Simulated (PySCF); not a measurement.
C8H11NO.
Atom-mapped SMILES: `[CH3:1][C:2]1=[CH:3][CH2:4][CH:5]=[C:6]([C:7]([NH2:8])=[O:9])[CH2:10]1`

Definitions: NICS(0) = −σiso at the ring centroid; NICS(1) = −σiso and NICS(1)zz = −σzz at ±1 Å along the ring normal z. Level: GIAO PBE0/pcSseg-1 (PySCF, non-relativistic, gas phase) on the GFN2-xTB geometry, one conformer.

Ring bond lengths (Å), with Mayer bond orders in brackets: C2–C3 1.323 (1.89), C3–C4 1.496 (1.06), C4–C5 1.487 (1.07), C5–C6 1.331 (1.87), C6–C10 1.503 (0.97), C10–C2 1.507 (1.04).

Task: Give the NICS values of each ring in ppm.

Result: 
```tsv
ring	type	NICS(0)	NICS(1), two faces	NICS(1)zz, two faces	rms pucker (Å)	centre to ring atoms, mean (Å)
C2–C3–C4–C5–C6–C10	6-membered carbocycle; formal bonds 2 double, 4 single	1.4	-1.8 / -0.9	1.4 / 2.4	0.03	1.44
```

Task: What can be read from them?

Result: 
- C2–C3–C4–C5–C6–C10: mean NICS(1)zz 1.9 ppm, near zero. C4, C10 have four or more neighbours, and the NICS criterion for π rings isn't applied.

Task: What field does 14.1 T along the ring normal induce along that normal at the second NICS(1) probe listed for ring C2–C3–C4–C5–C6–C10, 1 Å off the ring?

Result: NICSzz × B0 = 2.4 ppm × 14.1 T = 34 μT, along the applied field.

Task: What are the shieldings of the ring atoms and their hydrogens in the same run (means over atoms taken as equivalent)?

Result: 
```
        atoms                      environment  σ isotropic (ppm)
           C2  fully substituted alkene carbon               49.6
           C3                 alkene CH carbon               61.1
           C4                   allylic carbon              153.8
           C5                 alkene CH carbon               42.4
           C6  fully substituted alkene carbon               55.5
          C10                   allylic carbon              154.2
      H on C3                 vinylic hydrogen              25.90
 H on C4 (×2)               methylene hydrogen              28.59
      H on C5                 vinylic hydrogen              24.18
H on C10 (×2)               methylene hydrogen              29.14
```

Hardware: one thread of an Arm Neoverse V1, shared host. Cost: 46 s, 1.1 GiB resident at most. This is the whole shielding run at PBE0/pcSseg-1, SCF included.

The values belong to the conformer `[CH3:1][C:2]1=[CH:3][CH2:4][CH:5]=[C:6]([C:7]([NH2:8])=[O:9])[CH2:10]1`: C5–C6–C7–N8 176°, H–N8–C7–C6 -5°, H–N8–C7–C6 -178°.
